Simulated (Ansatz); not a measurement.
Geometry optimisation of BH$_{6}$SSbSi, SMILES `SB[SiH2][SbH2]`.

```yaml
crystal:
  periodic: [false, false, false]
  atoms:
    - {symbol: S, position_ang: [-1.048006, 0.006308, -2.203420]}
    - {symbol: B, position_ang: [-1.034839, -0.312269, -0.450255]}
    - {symbol: Si, position_ang: [0.606077, -1.081532, 0.389878]}
    - {symbol: Sb, position_ang: [1.852622, 0.974747, 1.434121]}
    - {symbol: H, position_ang: [-2.255826, 0.636946, -2.314212]}
    - {symbol: H, position_ang: [-1.980688, 0.016050, 0.237258]}
    - {symbol: H, position_ang: [1.581563, -1.742482, -0.550919]}
    - {symbol: H, position_ang: [0.322004, -2.026435, 1.529454]}
    - {symbol: H, position_ang: [0.346259, 1.636050, 1.992618]}
    - {symbol: H, position_ang: [1.693934, 1.841418, -0.061723]}
basis:
  gaussian: {orbitals: def2-TZVP}
hamiltonian: {xc: pbe0, dispersion: d4}
relax: {f_tol: 0.005, max_steps: 150}
```

```sh
$ ansatz run in.yaml --threads 4 --pin off --events-out ev --progress --plain --max-ram 10444MiB
```

Output, abridged:

```
Functional definition: PBE0
mean field -26017.86160040 eV, -956.1387782749 hartree, gradient 6.2e-5 eV, S^2 0.000000; 0 other end points of the search recorded, 0 dependent functions left out
relax step   1: F+E_penalty+E_count = -26018.10519256 eV  Δ(F+E_penalty+E_count) = +0.000e0 eV  max|allowed force component| = 5.092e-1 eV/Å  Δτ_max = 0.0000 Å  (28 SCF iters, accepted)
mean field -26017.87761192 eV, -956.1393666871 hartree, gradient 2.6e-5 eV, S^2 0.000000; 0 other end points of the search recorded, 0 dependent functions left out
relax step   2: F+E_penalty+E_count = -26018.12479044 eV  Δ(F+E_penalty+E_count) = -1.960e-2 eV  max|allowed force component| = 4.874e-1 eV/Å  Δτ_max = 0.0625 Å  (31 SCF iters, accepted)
mean field -26017.89425037 eV, -956.1399781389 hartree, gradient 6.9e-6 eV, S^2 0.000000; 0 other end points of the search recorded, 0 dependent functions left out
relax step   3: F+E_penalty+E_count = -26018.13956950 eV  Δ(F+E_penalty+E_count) = -1.478e-2 eV  max|allowed force component| = 1.147e-1 eV/Å  Δτ_max = 0.0399 Å  (32 SCF iters, accepted)
mean field -26017.89554128 eV, -956.1400255790 hartree, gradient 6.2e-6 eV, S^2 0.000000; 0 other end points of the search recorded, 0 dependent functions left out
relax step   4: F+E_penalty+E_count = -26018.14044186 eV  Δ(F+E_penalty+E_count) = -8.724e-4 eV  max|allowed force component| = 4.149e-2 eV/Å  Δτ_max = 0.0325 Å  (32 SCF iters, accepted)
mean field -26017.89648088 eV, -956.1400601088 hartree, gradient 6.2e-6 eV, S^2 0.000000; 0 other end points of the search recorded, 0 dependent functions left out
relax step   5: F+E_penalty+E_count = -26018.14094718 eV  Δ(F+E_penalty+E_count) = -5.053e-4 eV  max|allowed force component| = 3.255e-2 eV/Å  Δτ_max = 0.0245 Å  (32 SCF iters, accepted)
mean field -26017.89655743 eV, -956.1400629218 hartree, gradient 6.1e-6 eV, S^2 0.000000; 0 other end points of the search recorded, 0 dependent functions left out
relax step   6: F+E_penalty+E_count = -26018.14135938 eV  Δ(F+E_penalty+E_count) = -4.122e-4 eV  max|allowed force component| = 1.106e-2 eV/Å  Δτ_max = 0.0139 Å  (33 SCF iters, accepted)
mean field -26017.89665435 eV, -956.1400664837 hartree, gradient 6.0e-6 eV, S^2 0.000000; 0 other end points of the search recorded, 0 dependent functions left out
relax step   7: F+E_penalty+E_count = -26018.14138812 eV  Δ(F+E_penalty+E_count) = -2.874e-5 eV  max|allowed force component| = 3.880e-3 eV/Å  Δτ_max = 0.0031 Å  (34 SCF iters, accepted)
mean field -26017.89679427 eV, -956.1400716256 hartree, gradient 6.0e-6 eV, S^2 0.000000; 0 other end points of the search recorded, 0 dependent functions left out
relax step   8: F+E_penalty+E_count = -26018.14141123 eV  Δ(F+E_penalty+E_count) = -2.311e-5 eV  max|allowed force component| = 7.850e-3 eV/Å  Δτ_max = 0.0044 Å  (33 SCF iters, accepted)
mean field -26017.89680480 eV, -956.1400720126 hartree, gradient 6.0e-6 eV, S^2 0.000000; 0 other end points of the search recorded, 0 dependent functions left out
relax step   9: F+E_penalty+E_count = -26018.14142338 eV  Δ(F+E_penalty+E_count) = -1.215e-5 eV  max|allowed force component| = 7.441e-3 eV/Å  Δτ_max = 0.0066 Å  (34 SCF iters, accepted)
mean field -26017.89683334 eV, -956.1400730612 hartree, gradient 6.0e-6 eV, S^2 0.000000; 0 other end points of the search recorded, 0 dependent functions left out
relax step  10: F+E_penalty+E_count = -26018.14144471 eV  Δ(F+E_penalty+E_count) = -2.133e-5 eV  max|allowed force component| = 3.571e-3 eV/Å  Δτ_max = 0.0103 Å  (33 SCF iters, accepted)
mean field -26017.89704855 eV, -956.1400809703 hartree, gradient 6.0e-6 eV, S^2 0.000000; 0 other end points of the search recorded, 0 dependent functions left out
relax step  11: F+E_penalty+E_count = -26018.14147186 eV  Δ(F+E_penalty+E_count) = -2.715e-5 eV  max|allowed force component| = 3.924e-3 eV/Å  Δτ_max = 0.0195 Å  (33 SCF iters, accepted)
mean field -26017.89720211 eV, -956.1400866136 hartree, gradient 6.0e-6 eV, S^2 0.000000; 0 other end points of the search recorded, 0 dependent functions left out
relax step  12: F+E_penalty+E_count = -26018.14146033 eV  Δ(F+E_penalty+E_count) = +1.153e-5 eV  max|allowed force component| = 7.617e-3 eV/Å  Δτ_max = 0.0078 Å  (33 SCF iters, rejected (line search))
mean field -26017.89716170 eV, -956.1400851282 hartree, gradient 6.0e-6 eV, S^2 0.000000; 0 other end points of the search recorded, 0 dependent functions left out
relax step  13: F+E_penalty+E_count = -26018.14147885 eV  Δ(F+E_penalty+E_count) = -6.991e-6 eV  max|allowed force component| = 2.979e-3 eV/Å  Δτ_max = 0.0038 Å  (34 SCF iters, accepted)
mean field -26017.89716170 eV, -956.1400851282 hartree, gradient 6.0e-6 eV, S^2 0.000000; 1 other end points of the search recorded, 0 dependent functions left out
Total energy: -26018.14151532 eV, -956.1490649584 hartree
Atom 0 at    -1.061775    -0.037637    -2.202629 Å, force     0.000997    -0.000862    -0.001903 eV/Å
Atom 1 at    -1.034611    -0.297575    -0.455044 Å, force     0.000681    -0.000336     0.002979 eV/Å
Atom 2 at     0.603306    -1.053201     0.387305 Å, force     0.001220     0.001251     0.000607 eV/Å
Atom 3 at     1.856000     0.959606     1.420961 Å, force     0.000325    -0.000733    -0.000111 eV/Å
Atom 4 at    -2.252171     0.577789    -2.329661 Å, force    -0.001471     0.000825     0.000680 eV/Å
Atom 5 at    -1.961541     0.047156     0.211999 Å, force    -0.001035    -0.000086    -0.001870 eV/Å
Atom 6 at     1.546674    -1.715972    -0.555380 Å, force    -0.000458     0.000177     0.000473 eV/Å
Atom 7 at     0.307971    -1.991101     1.505239 Å, force    -0.000296    -0.000076    -0.000617 eV/Å
Atom 8 at     0.398736     1.602196     2.042466 Å, force     0.000323    -0.000233    -0.000572 eV/Å
Atom 9 at     1.680511     1.857540    -0.022457 Å, force    -0.000286     0.000073     0.000334 eV/Å
Dipole moment:    -0.174278     0.066420    -0.043755 e Å
```

Run time 52 s (4 threads of an Arm Neoverse V1 on a shared host); peak host memory 0.55 GiB.
